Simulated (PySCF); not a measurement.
A TDDFT job was run through a driver script with this input:

```
{"job": {"kind": "uv", "xc": "wB97X-D", "basis": "def2-SVPD", "nstates": 8, "ntriplets": 3}, "charge": 0, "multiplicity": 1}
F     -2.978954    -0.146123    -1.679865
C     -2.504360     0.118825    -0.457598
F     -1.808624     1.267027    -0.557747
F     -3.551460     0.376718     0.329667
P     -1.513987    -1.336281     0.215350
P     -0.268295    -0.201333     1.615148
P      1.421477    -1.193268     0.576384
Si     2.652229     0.645446     0.089540
P      0.154242    -1.354250    -1.256114
H     -0.398602    -1.153676     2.630815
H      3.442477     0.880131     1.296385
H      1.791980     1.794124    -0.218887
H      3.465008     0.279785    -1.071430
H      0.096191     0.022402    -1.533814
```

Computed with TDDFT wB97X-D/def2-SVPD, vertical, gas phase, core orbitals frozen in the response in PySCF 2.14.0, density-fitted response routines. Job line and output are in the format of a driver script around the code.

Q: Give the output.

A: 
```
coarse grid: 15568 points
cycle   1  E = -1994.2931754632  dE =  1.213e+00  |g| = 9.087e-01  |ddm| = 4.773e+00
cycle   2  E = -1994.2706977799  dE =  2.248e-02  |g| = 1.078e+00  |ddm| = 1.586e+00
cycle   3  E = -1994.4617843037  dE = -1.911e-01  |g| = 5.743e-02  |ddm| = 8.950e-01
cycle   4  E = -1994.4626607960  dE = -8.765e-04  |g| = 2.294e-02  |ddm| = 1.661e-01
cycle   5  E = -1994.4628361374  dE = -1.753e-04  |g| = 6.396e-03  |ddm| = 5.718e-02
cycle   6  E = -1994.4628534160  dE = -1.728e-05  |g| = 1.644e-03  |ddm| = 1.922e-02
cycle   7  E = -1994.4628553361  dE = -1.920e-06  |g| = 7.046e-04  |ddm| = 7.799e-03
final grid: 132512 points
cycle   8  E = -1994.6964856616  dE = -1.494e-04  |g| = 8.740e-03  |ddm| = 1.351e-01
cycle   9  E = -1994.6964907261  dE = -5.065e-06  |g| = 8.599e-03  |ddm| = 2.081e-02
cycle  10  E = -1994.6965020307  dE = -1.130e-05  |g| = 7.175e-04  |ddm| = 6.534e-03
cycle  11  E = -1994.6965022112  dE = -1.806e-07  |g| = 4.806e-04  |ddm| = 2.270e-03
cycle  12  E = -1994.6965022790  dE = -6.772e-08  |g| = 9.025e-05  |ddm| = 9.781e-04
cycle  13  E = -1994.6965022851  dE = -6.157e-09  |g| = 4.034e-05  |ddm| = 4.139e-04
cycle  14  E = -1994.6965022867  dE = -1.622e-09  |g| = 1.522e-05  |ddm| = 2.160e-04
cycle  15  E = -1994.6965022870  dE = -2.269e-10  |g| = 4.971e-06  |ddm| = 8.513e-05
converged SCF energy = -1994.6965022870

Static polarisability (au): isotropic 139.965, principal 115.989 135.136 168.770

Singlet excitations
state   eV       nm        f      main configurations
  1   4.0662    304.9   0.00624   H->L 0.97
  2   4.2520    291.6   0.00530   H->L+1 0.95
  3   4.8020    258.2   0.00112   H-1->L+1 0.96
  4   4.9455    250.7   0.00431   H-1->L 0.89
  5   5.1646    240.1   0.02973   H-2->L 0.51, H->L+2 0.44
  6   5.2018    238.3   0.00669   H->L+2 0.47, H-2->L 0.42
  7   5.4264    228.5   0.01812   H-2->L+1 0.85
  8   5.7715    214.8   0.01001   H-1->L+2 0.85

Triplet excitations (Tamm-Dancoff, eV): 3.5852 3.7704 4.2660
```

Geometry: GFN2-xTB, one conformer, isolated molecule.

The SCF starts on a coarse grid; the energy jumps when the final grid takes over, and dE counts afresh there. H and L stand for HOMO and LUMO.

Hardware: one thread, Arm Neoverse N1 (aarch64), no GPU, on a shared host. Cost: 2.3 min (with the writing of density and orbital grids), 1.1 GiB resident at most.

Note: wB97X-D ran without an empirical dispersion term, which enters the total energy and its gradient alone.
